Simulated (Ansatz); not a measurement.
A made-up structure of MgB$_{2}$H$_{4}$O, singlet:

```
8
angstrom
O 0.0905 0.8463 0.4243
B -1.1995 0.5011 -0.1251
B 0.9155 -0.2079 1.2424
Mg -0.0004 -1.1830 -0.7917
H -1.6507 1.3117 -0.8046
H 0.5902 1.5542 -0.0118
H 1.5536 -0.6641 2.1280
H -0.4978 -2.1988 -2.0664
```

It is relaxed with PBE-D4/def2-SVP and then PBE0-D4/def2-TZVP (Ansatz 0.2.0). Atoms count as bonded within 1.22 times the sum of their covalent radii (H–H: 0.88 Å). The end point is not checked to be a true minimum.

(1) Does its bonding change? (A judgement: the text doesn't fix the answer.)

## Answers

(1) By the calculation: Yes. Formed: none; broken: O1–Mg4.

Where it ends: The first stage lowers the energy by 3.26 eV in 11 steps. It ends as MgB₂H₄O ([BH]1[OH][BH][MgH]1):
```
8
angstrom
O 0.0858 0.8061 0.5356
B -0.9269 0.7257 -0.5595
B 0.9203 -0.4092 0.7762
Mg -0.2272 -1.5127 -1.0018
H -1.4815 1.8011 -0.5717
H 0.1943 1.6125 1.0708
H 1.6540 -0.1254 1.6956
H -0.4175 -2.9385 -1.9502
```

Labels in which every atom is bracketed show which atoms are joined, not bond orders.

For scale, one of the runs: PBE0-D4/def2-TZVP relaxation, 149 basis functions, launched by `ansatz run in.yaml --threads 2 --pin off --events-out ev --progress --plain --max-ram 4352MiB`. The run took about 39 s on 2 CPU threads of an Intel Xeon 6975P-C (shared host).
